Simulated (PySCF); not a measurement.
C$_{6}$H$_{6}$O$_{3}$: calculation and literature

Numbering as in the mapped SMILES `[CH3:1][O:2][C:3](=[O:4])[c:5]1[cH:6][cH:7][o:8][cH:9]1` (H(Xn): hydrogen on atom n).

- PBE0-D3(BJ)/def2-SVP geometry
- shielding tensors at PBE/pcSseg-1 (GIAO)
- run in PySCF
- a single conformation, gas phase, averaged over atoms made equivalent by symmetry, fast rotation or ring inversion, non-relativistic Hamiltonian

Reference values: estimated from measurements, as parent shift plus tabulated substituent increment (solution, not stated per compound (mostly CDCl3 or CCl4); Pretsch, Buehlmann, Badertscher, Structure Determination of Organic Compounds, 4th ed. (2009)).
```csv
atoms,quantity,reference,computed
H(C9),δ 1H,8.02,7.93
H(C7),δ 1H,7.43,7.19
H(C6),δ 1H,6.75,6.69
```

Computed shifts are σ(ref) − σ with the named reference compound (TMS for H and C) calculated as an isolated molecule at the same level.

How far are the unscaled 1H shifts from the references?

## Answers

Mean signed difference -0.13 ppm, mean absolute 0.13 ppm over 3 comparisons; the largest is -0.24 ppm at H(C7) (hydrogen on an aromatic CH next to the ring oxygen).
